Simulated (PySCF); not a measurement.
Potential energy curve for SMILES SS. The S1–S3 bond (S1 also carries H; S3 carries H) is pulled apart rigidly from the PBE0/def2-TZVP optimised geometry.

Methods: RCCSD(T) = CCSD(T) on RHF/6-31G, 10 core orbitals frozen run with PySCF; RKS-BLYP = restricted BLYP/6-31G (PySCF); RKS-TPSSh = PySCF with restricted TPSSh/6-31G.

Energies are in eV, each relative to the lowest point of its own curve near equilibrium.

| R / Å | RCCSD(T) | RKS-BLYP | RKS-TPSSh |
|---|---|---|---|
| 1.54 | 10.196 | 9.848 | 9.499 |
| 1.64 | 6.318 | 6.100 | 5.789 |
| 1.72 | 4.194 | 4.046 | 3.770 |
| 1.83 | 2.255 | 2.170 | 1.947 |
| 1.91 | 1.351 | 1.293 | 1.111 |
| 1.97 | 0.874 | 0.831 | 0.680 |
| 2.05 | 0.439 | 0.410 | 0.301 |
| 2.10 | 0.258 | 0.237 | [?] |
| 2.18 | 0.079 | 0.068 | 0.025 |
| 2.27 | 0.000 | 0.000 | 0.000 |
| 2.40 | 0.035 | 0.054 | [?] |
| 2.52 | 0.162 | [?] | [?] |
| 2.79 | [?] | 0.689 | 0.907 |
| 3.06 | 0.930 | 1.200 | 1.509 |
| 3.35 | 1.182 | [?] | 2.058 |
| 3.64 | 1.298 | — | 2.481 |
| 4.13 | 1.322 | — | 2.946 |
| 4.53 | 1.285 | — | 3.164 |
| 5.00 | 1.258 | — | 3.312 |
| 5.54 | 1.255 | — | 3.403 |
| 6.09 | 1.256 | — | 3.452 |
| 7.10 | 1.253 | — | 3.491 |

**Question.** What belongs in the gaps?

**Answer.** 
- 2.10, RKS-TPSSh: 0.153
- 2.40, RKS-TPSSh: 0.114
- 2.52, RKS-BLYP: 0.204
- 2.52, RKS-TPSSh: 0.315
- 2.79, RCCSD(T): 0.563
- 3.35, RKS-BLYP: 1.670

Dashes: no converged value, or the column stops at the first point that the program doubted or that broke a chosen test of continuity, which isn't proof of a fault.

The T1 diagnostic of CCSD on the restricted reference of RCCSD(T) exceeds 0.045 at 4.13 to 5.54 Å. The restricted form behind RKS-BLYP, RKS-TPSSh keeps the bonding electrons paired and can't separate into open-shell fragments.
